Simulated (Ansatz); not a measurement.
The cluster Al2Cu6 was relaxed with r2SCAN-D4 (def2-SVP) in Ansatz in these states: neutral quintet, neutral singlet, neutral triplet. The geometries follow in no particular order.

A:

```xyz
8

Al   -0.849   -0.591    1.158
Al   -0.530    0.269   -1.874
Cu    0.017    1.457    2.082
Cu    0.786   -1.291   -0.548
Cu   -0.482   -1.970   -2.431
Cu   -1.380    1.472    0.068
Cu    1.494   -0.405    1.647
Cu    0.945    1.060   -0.102
```

B:

```xyz
8

Al   -0.0247   -0.7981   -0.9697
Al    1.4896   -0.1584    1.3399
Cu   -0.4520    1.4041   -1.7834
Cu   -0.9732   -0.8443    1.3096
Cu    0.7262   -2.3445    0.7158
Cu    1.6796    1.1291   -0.7167
Cu   -2.1493    0.2806   -0.4824
Cu   -0.2961    1.3314    0.5869
```

C:

```xyz
8

Al   -0.2700   -0.8178   -1.2103
Al    0.4482    1.9987   -0.2646
Cu   -2.2015   -1.3324    0.0470
Cu    1.5771   -0.2610    0.2615
Cu    2.7399    1.7317   -0.0823
Cu   -1.7206    0.9753   -0.5591
Cu   -0.0032   -2.2633    0.6073
Cu   -0.5700   -0.0312    1.2006
```

Task: Judge from the bond lengths which geometry belongs to which state (an estimate).

Result: A is the neutral triplet (Al2–Cu8 2.437 Å, Al1–Cu6 2.393 Å, Al1–Cu8 2.745 Å); B is the neutral quintet (Al2–Cu8 2.444 Å, Al1–Cu6 2.585 Å, Al1–Cu8 2.652 Å); C is the neutral singlet (Al2–Cu8 2.703 Å, Al1–Cu6 2.397 Å, Al1–Cu8 2.554 Å).

The restricted singlet is unstable towards broken spin symmetry in Hartree–Fock (as tested in another run); at r2SCAN-D4/def2-SVP this wasn't settled. At PBE0-D4/def2-SVP a singlet lies 0.47 eV below the neutral triplet. At PBE0-D4/def2-SVP a singlet lies 1.05 eV below the neutral quintet. These are the stationary points nearest to one start from a short search; other shapes may lie lower in each state.
